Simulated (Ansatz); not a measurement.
C$_{2}$H$_{5}$BOSi (`BC1=C[SiH2]O1`). Charge 0, multiplicity 1. The geometry is a stationary point of PBE0-D4/def2-TZVP.

```xyz
10

B     1.482   -1.334    0.161
C     0.301   -0.352    0.016
C     0.249    0.979    0.277
Si   -1.502    0.833   -0.271
O    -0.961   -0.766   -0.443
H     1.363   -2.488   -0.113
H     2.518   -0.895    0.557
H     1.050    1.602    0.642
H    -1.912    1.448   -1.556
H    -2.587    0.974    0.730
```

(1) What is the dipole moment at ωB97M-V/def2-TZVPP? (Best estimate.)

(2) And with PBE, r2SCAN, B3LYP? (Estimate.)

(3) Give the Mulliken charges with ωB97M-V, B3LYP, r2SCAN in def2-TZVPP. (Best estimate.)

Answers

(1) The calculation gave: 1.71 D, with components (0.03, 1.67, 0.35) D in this frame, pointing from negative to positive charge.

(2) Computed: PBE 1.76 D, r2SCAN 1.73 D, B3LYP 1.80 D.

(3) The calculation gave: 
| atom | ωB97M-V | B3LYP | r2SCAN |
| --- | --- | --- | --- |
| B1 | -0.18 | -0.10 | -0.02 |
| C2 | 0.25 | 0.24 | 0.25 |
| C3 | -0.35 | -0.32 | -0.35 |
| Si4 | 0.45 | 0.52 | 0.58 |
| O5 | -0.41 | -0.41 | -0.42 |
| H6 | 0.09 | 0.05 | 0.02 |
| H7 | 0.08 | 0.04 | 0.01 |
| H8 | 0.12 | 0.12 | 0.09 |
| H9 | -0.03 | -0.07 | -0.08 |
| H10 | -0.03 | -0.07 | -0.08 |

B3LYP here is the variant with VWN-RPA as its local correlation; programs differ in this.
